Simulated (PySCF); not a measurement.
C₂H₁₁BSeSi₂.
Bonds: C1–B2, B2–C3, B2–Si4, Si4–Se5, Se5–Si6. Hydrogens: H7, H8, H9 on C1; H10, H11, H12 on C3; H13, H14 on Si4; H15, H16, H17 on Si6.

All values: CAM-B3LYP/def2-SVPD (PySCF, non-relativistic), on one gas-phase PBE0-D3(BJ)/def2-SVP geometry that isn't relaxed in the solvent. The solvent is an IEF-PCM continuum (Bondi radii, 1.10 Å for H, scaled by 1.2), and excitations are vertical TDDFT with non-equilibrium linear response and a frozen core. Only the electrostatic response of the medium enters. Spin–orbit coupling is left out although an atom past zinc is present.

Gas-phase singlets (H = HOMO, L = LUMO):

```tsv
state	E (eV)	λ (nm)	f	leading configuration
S1	4.744	261	0.004	H-1→L 86%
S2	5.048	246	0.006	H→L 88%
S3	5.525	224	0.016	H→L+1 72%
S4	5.574	222	0.010	H→L+2 46%
S5	6.076	204	0.004	H-3→L 34%
```

Problem. What are the lowest 5 singlets in dimethylsulfoxide (ε = 46.83)?

Solution. 
```
state  E (eV)  λ (nm)      f  leading configuration  change by rank (eV)
   S1   4.824     257  0.006              H-1→L 91%               +0.080
   S2   5.381     230  0.012                H→L 84%               +0.333
   S3   5.642     220  0.030              H→L+1 70%               +0.117
   S4   5.705     217  0.012              H→L+2 55%               +0.131
   S5   6.087     204  0.005              H-3→L 66%               +0.011
```

Problem. The ground-state energy changes by -0.096 eV from gas to dimethylsulfoxide. By how much does the total energy of gas-phase S1 change?

Solution. E(S1) = E(S0) + excitation energy, so it changes by -0.096 + 0.080 = -0.016 eV: it is lowered less than the ground state, which is what a blue shift means. This is the vertical state, with the slow part of the continuum still set for S0.

Problem. How do the frontier levels move from gas to dimethylsulfoxide?

Solution. 
```tsv
orbital	gas (eV)	solvent (eV)	change (eV)	Löwdin shares, gas	Löwdin shares, solvent
LUMO+2	0.73	0.86	+0.13	B2 23 %, Se5 22 %, Si4 12 %, C3 8 %	Se5 34 %, Si6 14 %, Si4 11 %, B2 10 %
LUMO+1	0.67	0.66	-0.01	Se5 36 %, Si6 18 %, Si4 10 %, H16 6 %	Se5 41 %, Si6 16 %, Si4 11 %, H16 6 %
LUMO	-0.36	-0.10	+0.26	B2 41 %, Si4 18 %, C1 11 %, C3 11 %	B2 40 %, Si4 18 %, C1 11 %, C3 10 %
HOMO	-8.01	-8.15	-0.14	Se5 72 %, Si6 9 %, Si4 9 %	Se5 72 %, Si4 9 %, Si6 9 %
HOMO-1	-9.05	-8.88	+0.17	B2 26 %, Si4 25 %, Se5 10 %, C3 9 %	B2 26 %, Si4 26 %, C3 10 %, Se5 9 %
HOMO-2	-9.61	-9.66	-0.05	Se5 59 %, Si4 14 %, Si6 10 %	Se5 57 %, Si4 14 %, Si6 10 %
HOMO-3	-10.65	-10.49	+0.16	Se5 27 %, C1 14 %, Si6 13 %, B2 12 %	C1 22 %, B2 21 %, C3 18 %, Se5 13 %
```

The HOMO–LUMO gap goes from 7.65 to 8.04 eV. Rows go by rank; for HOMO-3, LUMO+1 and LUMO+2 the atom shares or the degeneracy differ between the runs, so the row needn't follow one orbital.

Hardware: one thread, Arm Neoverse N1 (aarch64), no GPU, shared host with 64 logical CPUs at a one-minute load of 61. Cost: 98 s wall, 1.3 GiB resident at most. This is the whole response run at CAM-B3LYP/def2-SVPD in dimethylsulfoxide, SCF included.

Conformer computed: `[CH3:1][B:2]([CH3:3])[SiH2:4][Se:5][SiH3:6]`: C1–B2–Si4–Se5 -14°, B2–Si4–Se5–Si6 -175°.
